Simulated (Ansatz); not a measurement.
# Relative stability

Two isomers of CH$_{3}$AlClSi (charge +1), singlet, relaxed at PBE0-D4/def2-TZVP (vibrations not checked).

A:

```xyz
7
angstrom
Al 0.3421 1.3636 1.2711
C 0.2248 -0.3012 0.5329
Si -0.3285 -0.6467 -1.0533
Cl -0.4390 -2.4736 -1.8144
H -0.7689 0.4083 -1.9795
H 0.4355 2.7900 1.8852
H 0.5339 -1.1403 1.1581
```

B:

Cl1  (-1.166, -0.014, -2.085)
C2  (-0.414, -0.321, -0.599)
Al3  (-0.002, 0.620, 1.354)
Si4  (1.295, -0.605, -0.129)
H5  (-1.168, -0.735, 0.115)
H6  (-0.858, 1.275, 2.484)
H7  (2.313, -0.221, -1.139)
(Å)

Program: Ansatz 0.2.0. Basis: def2-TZVPP. Cores are frozen in the correlated methods. B3LYP uses VWN-RPA correlation.

Which structure is lower at CCSD(T), and by how much? (Judge from chemistry; the value comes from the calculation.)

By the calculation: A, by 51.71 kcal/mol (electronic energy, against the other). By their contacts, A is CH₃AlClSi ([AlH][CH][SiH][Cl]), total charge +1 and B is CH₃AlClSi ([Cl][CH]1[AlH][SiH]1), total charge +1.

All methods give the same order:

```json
{"method": "PBE-D4", "E(B) − E(A) (kcal/mol)": "44.57"}
{"method": "r2SCAN-D4", "E(B) − E(A) (kcal/mol)": "50.09"}
{"method": "PBE0-D4", "E(B) − E(A) (kcal/mol)": "49.08"}
{"method": "B3LYP-D4", "E(B) − E(A) (kcal/mol)": "52.24"}
{"method": "wB97M-V", "E(B) − E(A) (kcal/mol)": "54.41"}
{"method": "HF", "E(B) − E(A) (kcal/mol)": "63.86"}
{"method": "MP2", "E(B) − E(A) (kcal/mol)": "54.88"}
{"method": "CCSD", "E(B) − E(A) (kcal/mol)": "54.16"}
{"method": "CCSD(T)", "E(B) − E(A) (kcal/mol)": "51.71"}
```

T1 diagnostic: at most 0.017. The restricted Hartree–Fock reference is unstable towards an unrestricted one at one or more of these structures.

Labels in which every atom is bracketed show which atoms are joined, not bond orders.
